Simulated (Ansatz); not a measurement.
Saddle point of GaH₃O, singlet (GaH₃O ([OH][GaH2]) → GaH + H₂O; bonds formed: O2–H3; bonds broken: Ga1–O2, Ga1–H3), PBE0-D4/def2-TZVP structure:

Ga1  (-0.969, 0.400, 0.017)
O2  (0.664, -0.734, -0.188)
H3  (-0.138, -0.272, -1.237)
H4  (-1.133, 1.046, 1.461)
H5  (1.576, -0.440, -0.053)
(Å)

Energies are electronic, without zero-point energy. Barriers and step energies count from the start structure reached by relaxing down the imaginary mode; all methods use the PBE0-D4 structures, on which another method's saddle can fall below an end. Computed with Ansatz 0.2.0 (basis: def2-TZVPP, with def2-QZVPP for the basis limit); correlated methods freeze the cores. Filled d shells of the heavier atoms are correlated. The def2 sets are not built for correlating such inner shells, so the correlated values are less sure here. B3LYP uses VWN-RPA correlation. Extrapolation: Hartree–Fock as exp(−7.88 √X), correlation as X^−2.97.

```
      method  barrier (eV)  step energy (eV)
       SPW92         2.151             1.101
      PBE-D4         2.236             0.957
     BLYP-D4             ?             0.841
   r2SCAN-D4         2.504             1.182
      B97M-V             ?             1.110
     PBE0-D4         2.553             1.022
    B3LYP-D4         2.510             0.907
  r2SCAN0-D4         2.708             1.155
    BHLYP-D4         2.871             0.986
CAM-B3LYP-D4         2.686             1.049
     wB97X-V         2.801             1.165
     wB97M-V         2.669             0.979
      B2PLYP         2.638             1.072
    PBE-QIDH         2.815             1.218
  RPA on PBE         2.663             1.086
          HF         3.422             1.038
         MP2             ?             1.304
        CCSD         2.898             1.129
     CCSD(T)         2.764             1.151
```

Problem. Fill in the withheld barriers. (Judge from chemistry; the value comes from the calculation.)

Solution. By the calculation: BLYP-D4 2.256; MP2 2.796; B97M-V 2.626 eV. Each is the energy of the saddle less that of the start structure, by the same method.

For comparison, the barrier by CCSD(T) at an estimated basis limit (MP2 extrapolated from triple and quadruple zeta, plus CCSD(T) − MP2 in triple zeta) is 2.683 eV.

No T1 diagnostic of these runs exceeds 0.019. The restricted Hartree–Fock reference is unstable towards an unrestricted one at one or more of these structures.

Labels in which every atom is bracketed show which atoms are joined, not bond orders.

For scale, one of the runs: CCSD(T)/def2-TZVPP, 121 basis functions, launched by `ansatz run in.yaml --threads 2 --pin off --events-out ev --progress --plain --max-ram 4352MiB`. The run took about 9.5 s on 2 CPU threads of an Arm Neoverse V2 (shared host).
